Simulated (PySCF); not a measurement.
Two-component Hartree-Fock for Er⁶⁴⁺ (erbium, charge +64)

Start: [He] 2s2. Calculated with PySCF 2.14 in an uncontracted even-tempered set (17 s from 12 bohr⁻², ratio 2.6; 13 p from 15 bohr⁻², ratio 2.6; 7 d from 16 bohr⁻², ratio 2.8; 4 f from 290 bohr⁻², ratio 2.8): generalised Hartree-Fock with the X2C-1e Hamiltonian and a Gaussian nucleus; spin-orbit coupling (SO) screened by Boettger's factors.

```csv
spinor shell,electrons,"ε, screened SO (eV)",weight of nominal j (screened SO),"rms radius, screened SO (bohr)"
1s1/2,2,-65184.4,1.000,0.0230
2s1/2,2,-15991.2,1.000,0.0891
```

```tsv
quantity	screened SO
E (hartree)	-6086.32853
M_J	0
⟨J²⟩	0.000
⟨L²⟩	0.000
⟨S²⟩	0.000
```

Breit and QED terms are absent; they matter most for the inner s and p1/2 levels.

Densities and radii are taken from the X2C orbitals without a picture-change correction, which distorts them close to the nucleus.
